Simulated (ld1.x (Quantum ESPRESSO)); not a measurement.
**tin, TM: configuration errors across variants**

tin, norm-conserving Troullier–Martins (Kleinman–Bylander form), made with ld1.x (Quantum ESPRESSO) 7.5 (LDA (PZ), scalar-relativistic). Core [Kr] 4d10, reference 5s1 5p3. Waves: 5s (bound): rc 1.75 bohr; 5p (bound): rc 2.75 bohr; 5d channel at -0.05 Ry: rc 2.25 bohr. Local part: the d channel. Core correction: none.

All-electron excitation energies from the reference (eV): (1) 5s2 5p2 -7.075; (2) 5s2 5p1 0.024; (3) 5s2 5p0 14.288; (4) 5s2 5p2.3 -7.974; (5) 5s0 5p4 7.326; (6) 5s1 5p2 7.758; (7) 5s1 5p3 spin -2.094; (8) 5s2 5p2 spin -7.549.

Spin tests fill each open shell by Hund’s rule, majority spin first.

Tests that are not counted but printed errors over 1 eV. “base”: 5s1 5p0 (solver errors, printed error -2.4 eV). “wave 5d channel at -0.05 Ry: rc 2.25 bohr becomes 5d channel at -0.16 Ry: rc 2.25 bohr”: 5s2 5p0 (solver errors, printed error -18.5 eV); 5s1 5p0 (solver errors, printed error -1.9 eV).

A true bound ghost makes a file unfit for plane-wave use even where its test errors are small: the radial tests pick states by their node count and pass the ghost by. Where a test does run into it, the solver fails or the error is huge.

Errors AE − PS in meV (a dash: test not solved or not reliable):

```csv
change,(1),(2),(3),(4),(5),(6),(7),(8),bound ghosts
base,+17,+20,+64,+17,+19,+4.7,+849,+95,"s, p"
wave 5d channel at -0.05 Ry: rc 2.25 bohr becomes 5d channel at -0.16 Ry: rc 2.25 bohr,+17,+20,–,+18,+19,+5.3,+850,+95,"s, p"
wave 5d channel at -0.05 Ry: rc 2.25 bohr becomes 5d channel at 0.39 Ry: rc 2.25 bohr,+15,+19,+52,+15,+19,+3.1,+849,+93,"s, p"
wave 5d channel at -0.05 Ry: rc 2.25 bohr becomes 5d channel at 0.77 Ry: rc 2.25 bohr,+15,+19,+48,+14,+19,+2.2,+849,+92,"s, p"
wave 5d channel at -0.05 Ry: rc 2.25 bohr becomes 5d channel at 1.94 Ry: rc 2.25 bohr,+12,+18,+42,+7.4,+16,-7.2,+849,+88,"s, p"
wave 5d channel at -0.05 Ry: rc 2.25 bohr becomes 5d channel at 5 Ry: rc 2.25 bohr,+9.4,+13,-14,+2.3,+16,-16,+849,+86,"s, p, d (extra level of the local part), f"
```

Give the same row for: wave 5d channel at -0.05 Ry: rc 2.25 bohr becomes 5d channel at 0.01 Ry: rc 2.25 bohr.

+17, +20, +61, +16, +19, +4.4, +850, +94; bound ghosts: s, p. Not counted: 5s1 5p0 (solver errors, printed error +1.6 eV).
